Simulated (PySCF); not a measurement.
CH₃S, SMILES [CH2]S, multiplicity 2.

Geometry: PBE0-D3(BJ)/def2-TZVP. The isomer is the one that the SMILES or the coordinates give; other isomers of the formula were not compared.

Method: PBE0/def2-TZVPD in PySCF.

The molecule is in vacuum.

| Item | Value |
|---|---|
| total energy | -437.87958 hartree |
| point group | Cs |
| α spin, highest occupied and lowest empty level | -5.29 and -0.11 eV |
| β spin, highest occupied and lowest empty level | -8.23 and -1.33 eV |
| dipole moment | 0.90 D |
| quadrupole, principal values (traceless, Buckingham form, about the centre of nuclear charge) | -4.41, 0.06, 4.35 D·Å |
| mean static polarisability | 36.4 bohr³ (5.40 Å³) |
| polarisability, principal values | 31.0, 32.3, 45.9 bohr³ |
| ⟨S²⟩ | 0.757 (pure state 0.75) |
